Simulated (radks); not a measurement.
Results of a calculation; reference values are marked as such.
All-electron atom: Dy2+ in [Xe] 4f10 (the NIST ground configuration). Code: a radial shooting solver on a logarithmic mesh with Libxc functionals. Model: Dirac Kohn-Sham, BLYP, spin-unpolarised, spherical densities, finite nucleus; open shells fill j = l - 1/2 first; Fermi nuclear charge, rms radius 5.2218 fm.

X-ray form factor f0, the Fourier transform of the density (f0(0) = 64):

sin(theta)/lambda (1/angstrom)  f0 (electrons)
0.05                                    63.303
0.1                                     61.347
0.15                                    58.471
0.2                                     55.090
0.25                                    51.564
0.3                                     48.144
0.4                                     42.069
0.5                                     37.080
0.6                                     32.932
0.8                                     26.402
1                                       21.766
1.25                                    18.050
1.5                                     15.681
2                                       12.135
